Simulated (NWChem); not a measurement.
**Basis-set convergence for H2BF**

SMILES: BF
```xyz
4

B      0.0000     0.0000    -0.6715
H      1.0683     0.0000    -1.2339
H     -1.0683     0.0000    -1.2339
F      0.0000     0.0000     0.6472
```
Charge 0, spin multiplicity 1.

All runs are NWChem calculations. The geometry was optimised at B3LYP/def2-SVP, a minimum by its harmonic frequencies.

Quantity: vertical ionisation energy at the level ΔPBE (Δ: difference of total energies, the cation a doublet at the parent's geometry with its hole in an orbital of symmetry b1 (C2v labels); it is the state that the SCF runs reached, from PBE0 orbitals for Hartree-Fock references, and need not be the lowest).

The Pople sets run with spherical d functions. The structure started from a generated list of species. The stability of the SCF solutions was not checked.

| basis | functions | vertical ionisation energy (eV) |
|---|---|---|
| STO-3G | 12 | 10.06 |
| pcseg-1 | 38 | 12.08 |
| 6-31+G* | 40 | 12.10 |
| def2-SVPD | 59 | 12.12 |
| def2-TZVP | 74 | 12.05 |
| pcseg-2 | 88 | 12.07 |
| cc-pVTZ | 88 | 12.04 |
| def2-TZVPP | 90 | 12.04 |
| def2-TZVPD | 95 | 12.06 |
| cc-pVQZ | 170 | 12.05 |

Smallest basis within 0.1 eV of cc-pVQZ, the largest set run: pcseg-1, with 38 functions against 170 (also within reach: 6-31+G*, def2-SVPD, def2-TZVP, pcseg-2, cc-pVTZ, def2-TZVPP, def2-TZVPD). cc-pVQZ isn't the basis-set limit itself, and a small set can land close by cancellation.
